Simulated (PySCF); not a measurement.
B(Me)2(vinyl) (C4H9B), SMILES B(C)(C)C=C.

Geometry: B3LYP-D3(BJ)/def2-SVP. Other conformers were not sampled.

All values below come from PySCF with B3LYP/def2-TZVP.

The molecule is in vacuum.

Computed frontier levels, gap, dipole moment and polarisability:
| Property | Value |
|---|---|
| highest occupied level | -7.78 eV |
| lowest empty level | -1.59 eV |
| orbital gap | 6.18 eV |
| dipole moment | 0.083 e·Å |
| quadrupole, principal values (traceless, Buckingham form, about the centre of nuclear charge) | -1.47, -0.31, 1.77 D·Å |
| mean static polarisability | 64.7 bohr³ (9.59 Å³) |
| polarisability, principal values | 47.3, 64.6, 82.2 bohr³ |
